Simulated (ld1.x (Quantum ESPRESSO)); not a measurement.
# What one change does to a pseudopotential (Zn (Z = 30), RRKJ)

```
Element                 : zinc (Zn)
Generator               : ld1.x (Quantum ESPRESSO) 7.5
Type                    : norm-conserving RRKJ (Kleinman–Bylander form)
Functional              : BLYP
Relativity              : scalar-relativistic
Frozen core             : [Ar]
Valence charge          : 12
Reference configuration : 3d9 4s0 4p0 (charge +3)
Partial waves           : 4p (bound, empty): rc 2.25 bohr; 3d (bound): rc 0.70 bohr; 4s (bound, empty): rc 1.70 bohr
Local potential         : the s channel
Core correction         : a·sin(br)/r model core, default radius (core density twice the valence density)
```

All-electron outer shells of the reference configuration (BLYP, scalar-relativistic, ld1.x):

```
shell  level (eV)  outermost node (bohr)  outermost maximum (bohr)
   3p     -124.94                   0.25                      0.59
   3d      -50.71                      –                      0.56
   4s      -35.96                   0.83                      1.77
   4p      -27.12                   0.89                      2.06
```

Change: all radii but the core radius scaled by about 1.40 (s 2.38, p 3.14, d 0.98 bohr).

Cutoffs: the cutoffs (Ry, on a coarse ladder) from which the occupation-weighted sum of valence levels, in a spherical-Bessel basis at the reference potential, stays within 10 and 1 mRy of its value at 400 Ry; they do not see the model core or the augmentation charge, which bear on the density cutoff. Errors are all-electron minus pseudo energies relative to the spin-unpolarised reference configuration.

Question: How do hardness, ghosts and transferability respond?

Answer: Of the 7 tests that both files solve, the error grows in 4 and shrinks in 0 by more than 15 % and 0.3 meV (median size 432.0 → 494.6 meV); neither file shows a bound ghost. More of the atom is replaced by a form fitted at one configuration, so other configurations suffer.

| quantity | base | changed |
| --- | --- | --- |
| cutoff, loose | over 300 Ry | 200 Ry |
| cutoff, tight | over 300 Ry | 260 Ry |
| bound ghosts | none | none |
| error for 3d10 4s2 4p0, meV [ΔE -69.14 eV] | -343 | -406 |
| error for 3d10 4s1 4p0, meV [ΔE -59.20 eV] | -436 | -495 |
| error for 3d10 4s0 4p0, meV [ΔE -40.55 eV] | -557 | -556 |
| error for 3d10 4s0 4p1, meV [ΔE -52.85 eV] | -432 | -499 |
| error for 3d8 4s0 4p0, meV [ΔE 61.79 eV] | -842 | -809 |
| error for 3d10 4s1 4p1, meV [ΔE -64.03 eV] | -366 | -455 |
| error for 3d9 4s2 4p0, meV [ΔE -51.33 eV] | -32 | -53 |
